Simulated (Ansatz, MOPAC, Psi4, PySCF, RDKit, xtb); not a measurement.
Complex: CH4 (SMILES C) (first 5 atoms) with Si2H6 (SMILES [SiH3][SiH3]); geometry from B3LYP-D3(BJ)/def2-TZVP, rigid monomers moved along the line of their centres of mass till C1···Si7 is 3.54 Å.
(charge 0, multiplicity 1):
| atom | x (Å) | y (Å) | z (Å) |
|---|---|---|---|
| C | 0.0554 | -0.1260 | 0.0464 |
| H | -0.3725 | -1.0483 | 0.4367 |
| H | -0.5348 | 0.7218 | 0.3915 |
| H | 1.0800 | -0.0225 | 0.3998 |
| H | 0.0467 | -0.1546 | -1.0423 |
| Si | 1.0678 | 0.4331 | 3.7743 |
| Si | -1.1177 | -0.3166 | 3.3779 |
| H | 1.7961 | -0.5452 | 4.6188 |
| H | 1.0383 | 1.7369 | 4.4815 |
| H | 1.8074 | 0.6023 | 2.5013 |
| H | -1.1009 | -1.6280 | 2.6868 |
| H | -1.8581 | 0.6555 | 2.5385 |
| H | -1.8365 | -0.4716 | 4.6667 |

```json
[
 {"level": "MMFF94", "interaction energy (kcal/mol)": "2.56", "cost": "-"},
 {"level": "GFN-FF", "interaction energy (kcal/mol)": "-0.65", "cost": "-"},
 {"level": "AM1", "interaction energy (kcal/mol)": "1.96", "cost": "-"},
 {"level": "PM6", "interaction energy (kcal/mol)": "0.48", "cost": "-"},
 {"level": "GFN2-xTB", "interaction energy (kcal/mol)": "-0.02", "cost": "-"},
 {"level": "PBE-D4/def2-TZVPPD", "interaction energy (kcal/mol)": "-0.49", "cost": "×1"},
 {"level": "r2SCAN/def2-TZVPPD", "interaction energy (kcal/mol)": "0.63", "cost": "×1"},
 {"level": "r2SCAN-D3(BJ)/def2-TZVPPD", "interaction energy (kcal/mol)": "-0.02", "cost": "×1"},
 {"level": "B3LYP/6-31G* (no counterpoise)", "interaction energy (kcal/mol)": "1.80", "cost": "-"},
 {"level": "B3LYP/6-311+G** (no counterpoise)", "interaction energy (kcal/mol)": "2.27", "cost": "-"},
 {"level": "wB97X-V/def2-TZVPPD", "interaction energy (kcal/mol)": "-0.14", "cost": "×3"},
 {"level": "CCSD/aug-cc-pV(D+d)Z", "interaction energy (kcal/mol)": "0.71", "cost": "-"},
 {"level": "CCSD(T)/aug-cc-pV(D+d)Z", "interaction energy (kcal/mol)": "0.35", "cost": "×8"},
 {"level": "SAPT0/jun-cc-pV(D+d)Z", "interaction energy (kcal/mol)": "0.87", "cost": "-"}
]
```

The rows run from -0.65 (GFN-FF) to 2.56 kcal/mol (MMFF94). The dispersion term adds -0.65 in r2SCAN-D3(BJ).

Counterpoise-corrected where a basis set is named; no monomer relaxation. Rows marked so take none.

Correlated levels freeze the cores. Rows in 6-311+G**, 6-31G* carry no dispersion term and start afresh at each structure (6-31G* with six Cartesian d functions). The state that AM1, PM6 reach isn't checked.

The values were computed with Ansatz (a first-principles code); MOPAC for AM1, PM6 (differences of heats of formation); Psi4 for SAPT; PySCF for 6-311+G** rows, 6-31G* rows, the dispersion terms; RDKit for the force fields; xtb for the GFN methods. Each number belongs to the level named beside it.

Costs are rough ratios of core time to PBE/def2-TZVPPD (about 14 s over the structures, on one shared machine); a dash marks a level with no comparable run of its own.
